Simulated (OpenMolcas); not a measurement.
OpenMolcas input wanted

C3H9In: 13 atoms, total charge 0, spin state singlet. SMILES: `[CH3][In]([CH3])[CH3]`. Geometry: relaxed at PBE0-D4/def2-TZVP.

```xyz
13

C    -0.5062    1.8979   -0.9028
In    0.0079   -0.0033   -0.0069
C     1.4753   -0.0886    1.5810
C    -0.9566   -1.8182   -0.6832
H     0.3294    2.5980   -0.8537
H    -1.3449    2.3394   -0.3570
H    -0.8115    1.7770   -1.9433
H     1.2764   -0.9182    2.2612
H     1.5007    0.8425    2.1493
H     2.4672   -0.2427    1.1466
H    -1.2547   -1.7439   -1.7301
H    -1.8587   -1.9908   -0.0893
H    -0.3040   -2.6837   -0.5571
```

Settings wanted:

- method: DFT
- reference: RKS
- basis set: def2-SVP
- task: gradient
- functional: TPSS
- dispersion: none
- nucleus: point
- integration grid: UltraFine
- SCF convergence threshold: 1e-10

Give an OpenMolcas 26.06 job that does this.

This one ran through:

job.input:
```
&GATEWAY
  BasLib = $CurrDir
  Coord
  13
  angstrom
  C       -0.506200       1.897900      -0.902800
  In       0.007900      -0.003300      -0.006900
  C        1.475300      -0.088600       1.581000
  C       -0.956600      -1.818200      -0.683200
  H        0.329400       2.598000      -0.853700
  H       -1.344900       2.339400      -0.357000
  H       -0.811500       1.777000      -1.943300
  H        1.276400      -0.918200       2.261200
  H        1.500700       0.842500       2.149300
  H        2.467200      -0.242700       1.146600
  H       -1.254700      -1.743900      -1.730100
  H       -1.858700      -1.990800      -0.089300
  H       -0.304000      -2.683700      -0.557100
  Basis = def2-SVP
  Group = NoSym

&SEWARD
  GridInput
  Grid=UltraFine
  End of Grid

&SCF
  KSDFT = 2
  1.0 MGGA_X_TPSS
  1.0 MGGA_C_TPSS
  Thresholds = 1e-10 1e-07 1e-07 1e-05
  PrOrbitals = 1 1

&ALASKA
```

```bash
$ export MOLCAS_MEM=1860
$ pymolcas job.input > job.log
```

(Basis files named in the input come from the Basis Set Exchange and aren't shown.)

Calculated total energy: -309.70346 Eh, largest force 0.438 eV/Å.
